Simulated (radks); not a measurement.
I3+, configuration [Kr] 4d10 5s2 5p2. All-electron calculation, Dirac Kohn-Sham, PBE, spin-unpolarised, spherical densities, finite nucleus; open shells fill j = l - 1/2 first; Fermi nuclear charge, rms radius 4.75 fm. Program: a radial shooting solver on a logarithmic mesh with Libxc functionals.

Spin-orbit splittings of the eigenvalues, e(l+1/2) - e(l-1/2), with zeta = 2 splitting/(2l+1) and mean radii in bohr:

| shell | occ. | splitting (eV) | zeta (eV) | <r> j=l-1/2 | <r> j=l+1/2 |
|---|---|---|---|---|---|
| 2p | 6 | 298.7 | 199.2 | 0.09846 | 0.1041 |
| 3p | 6 | 56.22 | 37.48 | 0.3040 | 0.3155 |
| 3d | 10 | 11.82 | 4.729 | 0.2865 | 0.2901 |
| 4p | 6 | 10.96 | 7.308 | 0.7721 | 0.8002 |
| 4d | 10 | 1.727 | 0.6908 | 0.9097 | 0.9208 |
| 5p | 2 | 1.441 | 0.9607 | 2.070 | 2.140 |
